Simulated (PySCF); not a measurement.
**From a computed spectrum to the compound**

A species of 5 atoms with charge -1 has these harmonic modes (PBE0, small Gaussian bases with core potentials, PySCF 2.14.0):

| cm⁻¹ | km/mol | symmetry |
| --- | --- | --- |
| 66 | 0.0 | e |
| 66 | 0.0 | e |
| 77 | 12.0 | t2 |
| 77 | 12.0 | t2 |
| 77 | 12.0 | t2 |
| 285 | 0.0 | a1 |
| 301 | 92.8 | t2 |
| 301 | 92.8 | t2 |
| 301 | 92.8 | t2 |

**Question.** Which species is it, and in which structure?

**Answer.** [CeCl4]− (singlet in the valence; each metal's 4f electrons, 1 of them, lie in its core potential, out of spins and levels):
```xyz
5

Ce    0.0000    0.0000    0.0000
Cl    1.5302    1.5302    1.5302
Cl   -1.5302   -1.5302    1.5302
Cl    1.5302   -1.5302   -1.5302
Cl   -1.5302    1.5302   -1.5302
```
Ideal gas at 298.15 K and 1 bar: S = 403.2 J/(mol K), Cp = 102.5 J/(mol K), H − H(0 K) = 24.7 kJ/mol (rigid rotor, harmonic modes, spin degeneracy alone, that of the 4f electrons in the core included). An lcecp potential fixes the number of 4f electrons, so in runs with it no electron can move into or out of that shell.
 This is one of several that fit.
